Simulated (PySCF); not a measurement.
## Finite-field polarisability of Al (aluminium, neutral)

[Ne] 3s2 3p1, 2P determinant. Computed with PySCF 2.14 in ANO-RCC-VTZP, with the spin-free X2C one-electron Hamiltonian (Gaussian nucleus). Frozen: [Ne]. Energy changes in a uniform field (μhartree):

```csv
axis,F (au),HF,MP2,CCSD,CCSD(T)
x,0.0023,-100.813,-96.799,-96.155,-95.997
x,0.0046,-403.245,-387.196,-384.618,-383.984
y,0.0022,-100.363,-96.570,-95.525,-95.321
y,0.0044,-401.417,-386.250,-382.068,-381.251
```

By symmetry the remaining axis equals x.

Question: Derive α along x at CCSD(T) from the two fields.

Answer: With ΔE = −αF²/2 − γF⁴/24, α = −(16 ΔE(F) − ΔE(2F))/(6F²) = 36.29 bohr³.

Question: And the mean polarisability at each level?

Answer: The components xx, yy, zz at CCSD(T) are 36.29, 39.39, 36.29, the third axis being equal by symmetry to one of the two computed. Means: HF 39.23, MP2 37.70, CCSD 37.39, CCSD(T) 37.33 bohr³. Reference: 57.8 ± 1 bohr³ (recommended; Schwerdtfeger and Nagle, table of static dipole polarizabilities (2023 update)).

CCSD(T) lies more than 5 % below the reference, which points to too few diffuse and polarisation functions.

The basis has no added diffuse functions, which lowers α.
